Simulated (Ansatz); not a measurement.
`CO[SiH](F)[SiH3]` + H₂ → `F[SiH2][SiH3]` + CH₃OH at 400 K and 1 bar (hydrogenolysis of the Si–O bond).

Computed with Ansatz on PBE0-D4/def2-TZVP structures; ΔE is electronic, products minus reactants. CBS: MP2 limit from def2 TZ/QZ plus the TZ coupled-cluster correction, frozen cores. This one scheme is used for every species. Each species was taken in one conformer, which may not be the lowest.

```json
{"species": "`CO[SiH](F)[SiH3]`", "CCSD(T)/CBS energy (Eh)": "-795.47815", "H − E (kJ/mol)": "246.9", "S (J/(mol·K))": "421.6"}
{"species": "H₂", "CCSD(T)/CBS energy (Eh)": "-1.17544", "H − E (kJ/mol)": "38.0", "S (J/(mol·K))": "139.0"}
{"species": "`F[SiH2][SiH3]`", "CCSD(T)/CBS energy (Eh)": "-681.00067", "H − E (kJ/mol)": "143.3", "S (J/(mol·K))": "339.5"}
{"species": "CH₃OH", "CCSD(T)/CBS energy (Eh)": "-115.61712", "H − E (kJ/mol)": "151.2", "S (J/(mol·K))": "252.6"}
```

H − E and S are ideal-gas, rigid-rotor, harmonic terms from PBE0-D4/def2-TZVP, for one conformer and one mirror image of each species. The MP2-based limit puts H₂ 0.8 mEh under its directly extrapolated value; such offsets cancel only in part. 1 Eh = 2625.50 kJ/mol, R = 8.31446 J/(mol·K).

Problem. By hand: ΔE, ΔH, ΔS and ΔG.

Solution. ΔE = (-681.00067) + (-115.61712) − (-795.47815) − (-1.17544) = 0.03580 Eh = 94.0 kJ/mol. Δ(H − E) = 143.3 + 151.2 − 246.9 − 38.0 = 9.6, so ΔH = 103.6 kJ/mol. ΔS = 339.5 + 252.6 − 421.6 − 139.0 = 31.5 J/(mol·K). ΔG = 103.6 − 400 × (31.5)/1000 = 91.0 kJ/mol.

Problem. By hand: the equilibrium constant, and the temperature at which ΔG would vanish if ΔH and ΔS stayed fixed.

Solution. log₁₀ K = −ΔG/(RT ln 10) = -11.9. ΔG = 0 at ΔH/ΔS = 3289 K, far beyond where these terms or the molecules hold.

ΔH outweighs TΔS. A doubt of 5 kJ/mol in ΔE shifts log₁₀ K by 0.7 here. Other conformers and mirror images would add mixing entropy, several J/(mol·K) or more a flexible species. These are equilibria of isolated gas molecules and say nothing of rates. Largest T1 diagnostic: 0.012 (customary marks: 0.02 for closed shells, 0.045 for open ones).
